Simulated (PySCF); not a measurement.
Delta-SCF ions had no search for a lower state. Excitations are Tamm–Dancoff values on a coarser integration grid. The basis has no diffuse functions, so Rydberg states are missing or too high.

Cartesian coordinates (Å):
```xyz
9

C     -1.7542     0.0576    -0.1192
C     -0.3034     0.0013    -0.1017
C      0.8983    -0.0478    -0.0857
N      2.2456    -0.1197    -0.1390
H     -2.1205     0.9695     0.3602
H     -2.1541     0.0280    -1.1368
H     -2.1773    -0.7887     0.4285
H      2.6475    -0.8582     0.4194
H      2.7177     0.7587     0.0170
```
Charge 0, spin multiplicity 1.

**Question.** Predict the HOMO, S1–T1 gap (TDA), vertical ionisation energy (Delta-SCF), T1 excitation (TDA) and S1 excitation (TDA) from PBE0-D4/def2-TZVP in PySCF.

**Answer.** 
The HOMO is -6.04 eV and the S1–T1 gap (TDA) is 0.32 eV. The vertical ionisation energy (Delta-SCF) comes out as 8.33 eV. The T1 excitation (TDA) is 5.34 eV and the S1 excitation (TDA) is 5.66 eV.
